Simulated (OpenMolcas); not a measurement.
# 4s2 4p4 along the 34-electron sequence

* Program: OpenMolcas 26.06
* Method: SS-RASPT2, IPEA 0.25 Eh, imaginary shift 0.1 Eh
* Basis: ANO-R2
* Scalar Hamiltonian: X2C, finite nucleus
* Spin-orbit coupling: RASSI with atomic mean-field integrals over the reference wave functions, term energies averaged over their components

Active space for each ion: 6 electrons in 9 orbitals (RAS2 4s 4p; RAS3 4d, at most 2 electrons); closed shells correlated by CASPT2: 3d.

Computed levels in cm-1 above 3P2:

```json
{"Level": "3P1", "Se": "1804", "Br+": "2790", "Kr2+": "4040"}
{"Level": "3P0", "Se": "2370", "Br+": "3540", "Kr2+": "4910"}
{"Level": "1D2", "Se": "9930", "Br+": "12290", "Kr2+": "14600"}
{"Level": "1S0", "Se": "22890", "Br+": "28120", "Kr2+": "33190"}
{"Level": "weight of 3P in the lowest level (%)", "Se": "99", "Br+": "98", "Kr2+": "97"}
```

Measured, with the error of the calculation in %. Measured levels: Se, Br+ from NIST Handbook of Basic Atomic Spectroscopic Data; Kr2+ from Saloman, J. Phys. Chem. Ref. Data 36, 215 (2007).

```csv
Level,Se,Br+,Kr2+
3P1,1989 (-9.3),3136 (-10.9),4548 (-11.2)
3P0,2534 (-6.5),3837 (-7.8),5313 (-7.6)
1D2,9576 (+3.6),12089 (+1.7),14644 (-0.3)
1S0,22446 (+2.0),27867 (+0.9),33080 (+0.3)
```

The fine-structure level 3P0 changes by a factor of 2.07 from Se to Kr2+. Its fourth root runs 6.98, 7.71, 8.37, with steps per unit of Z of 0.74, 0.66; equal steps would mean a (Z - σ)^4 law with constant σ.

1D2 changes by a factor of 1.47 over the same range, with steps per unit of Z of +2360, +2310 cm-1.

CASPT2 breaks the degeneracy within a term, and the mean is taken; among the terms shown or strongly mixed into the levels shown the widest spread is 38 cm-1 (4s2 4p4 1D, Se). Active for correlation alone: 4d; no level in the range computed is led by a configuration that fills it, so any true level of that kind is missing. Some high roots are left out of the spin-orbit mixing, which shifts the levels that they would mix with (holds for Se). Computed and measured levels are paired by configuration, term and J; levels that our copy of the source lacks, or whose pairing is in doubt (as where it misses far off the trend of its configuration), stay unpaired and out of the deviations. Levels of configurations outside the active space are missing.
